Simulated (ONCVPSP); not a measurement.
# chlorine (Cl): one change to an ONCV potential, before and after

ONCVPSP 4.0.1 input, shortened (lines: element, Z, core and valence counts, functional; n l f; lmax; l rc ep ncon nbas qcut; lloc lpopt rc5 dvloc0; l nproj debl; icmod fcfact rcfact), PBE, scalar-relativistic:

```
  Cl 17.00    1    4        4      upf
    1    0    2.00
    2    0    2.00
    2    1    6.00
    3    0    2.00
    3    1    3.00
    2
    0    0.60    0.00    4    8   21.90
    1    0.75    0.00    4    8   18.10
    2    0.65    0.35    4    7   17.10
    4    1    0.50    1.00
    0    2    1.00
    1    3    3.70
    2    3    3.50
    1    0.70    0.00
```

All-electron outer shells of the reference configuration (PBE, scalar-relativistic, ld1.x):

| shell | level (eV) | outermost node (bohr) | outermost maximum (bohr) |
| --- | --- | --- | --- |
| 1s | -2779.99 | – | 0.06 |
| 2s | -280.59 | 0.12 | 0.36 |
| 2p | -219.61 | – | 0.30 |
| 3s | -44.92 | 0.55 | 1.24 |
| 3p | -31.68 | 0.53 | 1.36 |

Change: local potential polynomial inside 0.55 bohr (lpopt 5, dvloc0 -1 Ha).

Cutoffs: the cutoffs (Ha) at which the residual kinetic energy of the hardest occupied pseudo-wave falls to 1 and 0.1 mHa per electron; they do not see the model core or the augmentation charge, which bear on the density cutoff. Errors are all-electron minus pseudo energies relative to the spin-unpolarised reference configuration.

Q: How do hardness, ghosts and transferability respond?

A: The potential gets neither clearly harder nor softer (163 Ha and 192 Ha → 163 Ha and 192 Ha); a bound ghost appears in d, which as a rule spoils a file; the errors of the 4 common tests hardly move. In the separable form a ghost depends on how the local part lies against the semilocal potential of the channel, so the choice of the local part can create or remove one.

```tsv
quantity	base	changed
cutoff, loose	163 Ha	163 Ha
cutoff, tight	192 Ha	192 Ha
bound ghosts	none	d
GHOST(+) flags under 300 eV	d at 159.5 eV	none
largest miss of a reference level, eV	0.06	0.00
error for 2s2 2p6 3s2 3p5, meV [ΔE -39.32 eV]	+3.3	+3.0
error for 2s2 2p6 3s2 3p4, meV [ΔE -25.45 eV]	+1.5	+1.4
error for 2s2 2p6 3s2 3p2, meV [ΔE 38.31 eV]	+1.5	+1.3
error for 2s2 2p6 3s2 3p1, meV [ΔE 90.55 eV]	+10	+9.7
s: phases at 0.61 bohr within 0.05 rad from the reference energy up to (Ha; the scan ends near 5)	to the end of the scan	to the end of the scan
p: phases at 0.76 bohr within 0.05 rad from the reference energy up to (Ha; the scan ends near 5)	to the end of the scan	to the end of the scan
d: phases at 0.66 bohr within 0.05 rad from the reference energy up to (Ha; the scan ends near 5)	to the end of the scan	to the end of the scan
rms error of d²Exc/dni dnj with the model core, mHa	3.01	3.00
```

 A true bound ghost makes a file unfit for plane-wave use even where its test errors are small: the radial tests pick states by their node count and pass the ghost by.
